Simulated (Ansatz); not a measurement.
Program: Ansatz. Geometries: PBE0-D4/def2-TZVP. ΔE: electronic, gas phase. CCSD(T)/CBS adds triple-zeta CCSD(T) − MP2 to the extrapolated MP2 energy (def2 sets, frozen cores). This one scheme is used for every species, atoms too. DFT in def2-TZVPP. HSE06 is defined as in plane-wave codes. Open shells (•) are unrestricted, without spin–orbit coupling. Spin–orbit coupling would lower the free atoms: a little for Si; clearly for Ge. For Ge outer-core shells are correlated without core-valence functions, so the limit isn't a true one: a few kJ/mol of doubt a bond, and 10 to 20 or more in all where bonds break to atoms. Scalar relativity is left out up to krypton. One conformer a species, not always the lowest.

Reaction (atomization): `[SiH3][GeH2][GeH2][SiH2][GeH3]` → 3 Ge• + 12 H• + 2 Si•

(1) What is ΔE at CCSD(T)/CBS? (An estimate is asked.)

(2) What do these levels give: LDA (SPW92), revPBE-D4, r2SCAN-D4, HSE06-D4, PBE, BHLYP? (An estimate is asked.)

Largest T1 diagnostic among the species: 0.012.

Results:

(1) Computed: +1115.3 kcal/mol.

(2) Computed: LDA (SPW92) 1228.5, revPBE-D4 1073.9, r2SCAN-D4 1110.9, HSE06-D4 1092.6, PBE 1078.4, BHLYP 1080.2 kcal/mol.

At CCSD(T), def2-SVP lies −77.6 kcal/mol from the extrapolated value and def2-TZVPP −20.6 kcal/mol: correlation converges slowly with the basis, and small sets miss more of it in the bonded molecule than in its fragments. Leaving LDA and LC-ωPBE aside and taking each functional with its dispersion term where it has one, the values, not all of them listed here, spread over 49.6 kcal/mol, from revPBE-D4 to B97M-V. LDA lies +150.0 kcal/mol from PBE without D4, its usual overbinding. From PBE to PBE0 (25 % exact exchange), in def2-TZVPP and without D4, ΔE moves by +4.1 kcal/mol.

For atomizations the MP2-based limit and the directly extrapolated one differ by several kJ/mol either way, and by 10 to 25 for some Ge, Se and Sn compounds, so smaller differences from it don't rank the levels.
